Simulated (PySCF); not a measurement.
Cl3H3OSi2, SMILES [SiH3]O[Si](Cl)(Cl)Cl. Heavy atoms are numbered as in [SiH3:1][O:2][Si:3]([Cl:4])([Cl:5])[Cl:6]. Hydrogens are named by the atom that carries them.

The structure is a stationary point at PBE0-D3(BJ)/def2-SVP. Other conformers were not sampled.

All values below come from PBE/pcSseg-1 in PySCF.

GIAO shieldings, no solvent; atoms alike by connectivity are averaged. δ = σ(ref) − σ: ²⁹Si against TMS (σ = 335.4 ppm); ¹⁷O against H2O (σ = 334.3 ppm); ³⁵Cl against HCl (σ = 936.5 ppm); ¹H against TMS (σ = 31.49 ppm), references at their B3LYP-D3(BJ)/def2-TZVP geometries, non-relativistic (without spin–orbit terms, shifts of atoms bonded to Cl or Br come out too high).

```
nucleus       atoms  count  δ (ppm)
-------  ----------  -----  -------
²⁹Si            Si3      1    -20.3
²⁹Si     Si1 (SiH3)      1    -34.9
¹⁷O              O2      1    102.7
³⁵Cl            Cl4      3    175.1
¹H         H on Si1      3     5.53
```
